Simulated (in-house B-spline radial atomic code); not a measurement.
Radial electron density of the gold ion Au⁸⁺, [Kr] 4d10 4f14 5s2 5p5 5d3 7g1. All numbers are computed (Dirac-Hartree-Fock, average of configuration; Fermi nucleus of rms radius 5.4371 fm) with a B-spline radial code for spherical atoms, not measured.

Columns: r (bohr), 4πr²n(r) (electrons per bohr), bar.

```
0.000526    3.972 #
0.000671    5.802 ##
0.000856    8.412 ###
 0.00109    12.05 ####
 0.00139    17.12 #####
 0.00178    24.14 #######
 0.00227    33.26 ##########
 0.00289    44.75 #############
 0.00369    58.81 ##################
 0.00471    74.63 ######################
 0.00601    90.69 ###########################
 0.00767    104.5 ###############################
 0.00978      113 ##################################
  0.0125      114 ##################################
  0.0159    108.5 #################################
  0.0203    101.9 ###############################
  0.0259    103.4 ###############################
  0.0331    118.2 ###################################
  0.0422    138.8 ##########################################
  0.0538    146.7 ############################################
  0.0687    132.5 ########################################
  0.0876    115.8 ###################################
   0.112    122.8 #####################################
   0.143    137.2 #########################################
   0.182    118.2 ###################################
   0.232    81.87 #########################
   0.296    78.12 #######################
   0.378    89.41 ###########################
   0.482    71.24 #####################
   0.615    39.85 ############
   0.785    23.21 #######
       1    15.76 #####
    1.28     8.16 ##
    1.63    2.693 #
    2.08   0.5422 
    2.65  0.04732 
    3.39  0.05999 
    4.32    0.107 
    5.51 0.003176 
    7.03   0.2129 
    8.97   0.1482 
    11.4  0.01513 
    14.6 0.0001804 
    18.6 1.859e-07 
    23.8 9.26e-12
```

On this grid the curve has 6 maxima, near 0.0125, 0.0538, 0.143, 0.378, 4.32, 7.03 bohr.

The 5d5/2 radial function P(r) = rR(r), positive near the nucleus, with its small component Q(r) (sign convention: Q ≈ (P' + κP/r)/2c):

```json
{"r (bohr)": "0.00601", "P": "0.001032", "Q": "-9.884e-05"}
{"r (bohr)": "0.00978", "P": "0.003928", "Q": "-0.0003737"}
{"r (bohr)": "0.0159", "P": "0.01405", "Q": "-0.001326"}
{"r (bohr)": "0.0259", "P": "0.04586", "Q": "-0.004291"}
{"r (bohr)": "0.0422", "P": "0.128", "Q": "-0.01192"}
{"r (bohr)": "0.0687", "P": "0.2745", "Q": "-0.02593"}
{"r (bohr)": "0.112", "P": "0.3629", "Q": "-0.03811"}
{"r (bohr)": "0.182", "P": "0.077", "Q": "-0.02631"}
{"r (bohr)": "0.296", "P": "-0.4776", "Q": "0.008381"}
{"r (bohr)": "0.482", "P": "-0.2816", "Q": "0.01862"}
{"r (bohr)": "0.785", "P": "0.7252", "Q": "-0.001595"}
{"r (bohr)": "1.28", "P": "0.9933", "Q": "-0.0108"}
{"r (bohr)": "2.08", "P": "0.3435", "Q": "-0.004035"}
{"r (bohr)": "3.39", "P": "0.02126", "Q": "-0.0002525"}
```
